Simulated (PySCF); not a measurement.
C9H6N4, SMILES C1=CC2=NC=NC3=NC=CC(=C1)N23. The structure is a stationary point at PBE0-D3(BJ)/def2-SVP.

All values below come from PBE0-D3(BJ)/def2-SVP in PySCF.

Harmonic wavenumbers (cm⁻¹): 114, 135, 223, 247, 451, 470, 483, 485, 495, 508, 522, 597, 671, 709, 732, 773, 791, 824, 848, 869, 880, 888, 1005, 1016, 1023, 1074, 1089, 1100, 1119, 1154, 1197, 1209, 1272, 1300, 1331, 1350, 1401, 1440, 1456, 1551, 1583, 1660, 1664, 1717, 1725, 3176, 3186, 3221, 3250, 3255, 3268. Rotational constants (GHz): 1.201, 1.153, 0.5884; symmetry number 1.

Work out the zero-point energy and the ideal-gas rigid-rotor harmonic-oscillator thermochemistry at 298.15 K and 1 atm.

ZPE = ½ Σ hcν = ½ × 62509 cm⁻¹ = 373.88 kJ/mol. H − E(el) = 397.83 kJ/mol. Entropy in J/(mol K): translation 172.81, rotation 127.01, vibration 75.58, total 375.40. G − E(el) = 285.91 kJ/mol. Cp = 150.42 J/(mol K). Modes under 150 cm⁻¹ make the vibrational entropy uncertain.
